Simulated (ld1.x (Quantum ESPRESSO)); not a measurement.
**Reading a pseudo-wave (iron (Fe))**

Columns: radius, all-electron u(r) and pseudo u(r) of the 3p shell (level -59.93 eV) of iron in the configuration [Ne] 3s2 3p6 3d6 4s2 4p0; LDA (PZ), scalar-relativistic, TM scheme, ld1.x (Quantum ESPRESSO) 7.5.

```csv
r (bohr),all-electron,pseudo
0.082,0.4619,-0.0411
0.165,0.5880,-0.1600
0.248,0.2709,-0.3381
0.330,-0.1791,-0.5453
0.413,-0.5906,-0.7551
0.495,-0.8866,-0.9337
0.578,-1.0680,-1.0642
0.660,-1.1492,-1.1339
0.742,-1.1584,-1.1469
0.825,-1.1181,-1.1128
0.908,-1.0473,-1.0457
0.990,-0.9612,-0.9609
1.072,-0.8685,-0.8685
1.155,-0.7745,-0.7745
1.238,-0.6842,-0.6842
1.320,-0.6010,-0.6010
1.402,-0.5249,-0.5249
1.485,-0.4555,-0.4555
1.568,-0.3937,-0.3937
1.650,-0.3398,-0.3398
1.733,-0.2920,-0.2920
1.815,-0.2508,-0.2508
1.898,-0.2146,-0.2146
1.980,-0.1837,-0.1837
2.062,-0.1570,-0.1570
2.145,-0.1338,-0.1338
```

Task: How many radial nodes do the two functions have?

Result: The all-electron 3p function has n − l − 1 = 1; the pseudo-wave has 0, since the states of the same l below it are removed with the core.

Task: At about which radius was the pseudo-wave matched?

Result: 1.15 bohr. The columns agree to 0.0005 from 0.99 bohr on; several derivatives are matched, so the curves merge somewhat inside the radius.

Task: Is the pseudo-wave norm-conserving?

Result: Yes: the TM scheme keeps the norm inside the radius equal to the all-electron one, which fixes the energy derivative of the logarithmic derivative at the level.
